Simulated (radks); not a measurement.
All-electron atom: Hg2+ in [Xe] 4f14 5d9 6s1 (not the ground configuration). Method: non-relativistic Kohn-Sham, PBE, spin-polarised, spherical densities, point nucleus; open shells are filled with parallel spins first (spin-orbit coupling, left out, can overturn this in heavy ions); relativity is left out, which matters for an element this heavy; computed with a radial shooting solver on a logarithmic mesh with Libxc functionals.

Normalised radial functions P(r) = r R(r), r in bohr:

```
   r/bohr * 5s down, o 5p up, + 5p down (the largest magnitude, 1.19, reaches the edge; | marks zero, & curves that meet)
0.0008536                             &*
 0.001148                             &*
 0.001555                             & *
 0.002091                             & *
 0.002834                             &  *
 0.003841                             &  *
 0.005164                             |&  *
 0.006998                             |&  *
 0.009409                             | &  *
  0.01275                             | & *
  0.01714                             |  *&
  0.02324                             *    &
  0.03149                          *  |     &
  0.04234                       *     |      &
  0.05738                      *      |    &
  0.07714                         *   &
   0.1046                       &     |   *
   0.1417                   &         |         *
   0.1905                        &    |      *
   0.2582                       *     |      &
   0.3471              *              |             &
   0.4704                       *     |     &
   0.6376                 &           |              *
   0.8572    &                        |                          *
    1.162      &                      |                      *
    1.562               &             |          *
    2.117                        &    |  *
    2.846                            &*
    3.857                             &
    5.227                             &
    7.028                             &
```

5s down: eigenvalue -114.90 eV, 4 radial nodes at r = 0.0241, 0.0900, 0.226, 0.519 bohr, <r> = 0.997 bohr, 90 % of the charge inside 1.42 bohr. 5p up: eigenvalue -83.846 eV, 3 radial nodes at r = 0.0770, 0.218, 0.528 bohr, <r> = 1.08 bohr, 90 % of the charge inside 1.56 bohr. 5p down: eigenvalue -83.085 eV, 3 radial nodes at r = 0.0770, 0.218, 0.528 bohr, <r> = 1.08 bohr, 90 % of the charge inside 1.56 bohr.
